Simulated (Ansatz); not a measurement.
The same path of BF3 + BrH (6 atoms, charge 0, multiplicity 1) was run twice with different band settings. Lost on the way: B1–F2, Br5–H6. Made: B1–Br5, F2–H6.

Computed with RHF/def2-SVP in Ansatz 0.2.0.

Relaxed end points:

```xyz
6
Properties=species:S:1:pos:R:3
B -0.009 0.446 -0.157
F -0.009 0.691 1.121
F 1.114 0.379 -0.802
F -1.134 0.309 -0.789
Br 0.101 -2.875 1.082
H 0.081 -2.233 2.336
```

```xyz
6
Properties=species:S:1:pos:R:3
B 0.018 -0.493 -0.460
F 0.013 0.020 2.058
F 1.120 0.176 -0.595
F -1.124 0.106 -0.586
Br 0.079 -2.404 -0.243
H 0.039 -0.689 2.617
```

Common settings: movable images 5; climbing image yes; spring 5.0 eV/Å²; start path through a guess of the saddle point; force threshold 0.05 eV/Å; iteration limit 60; end points relaxed.

| run | optimiser | largest step |
| --- | --- | --- |
| 1 | quadratic models (default) | default |
| 2 | lbfgs | 0.5 Å |

What does each run give, and how far can it be trusted?

Run 1: converged after 26 iterations, highest image 2.146 eV above the first end. Neighbouring images differ by up to 1.4 eV, so the band resolves the path poorly. A vibrational analysis at the climbing image gives one clearly imaginary mode, 1393i cm⁻¹: a first-order saddle point.
Run 2: converged after 30 iterations, highest image 2.146 eV above the first end. Neighbouring images differ by up to 1.7 eV, so the band resolves the path poorly. Another band between the same ends (5 images) ends at a top of the same energy, where a vibrational analysis finds 1 clearly imaginary mode.
The orbitals stay closed-shell, which can raise the energy where a bond breaks towards radicals; this wasn't checked here.
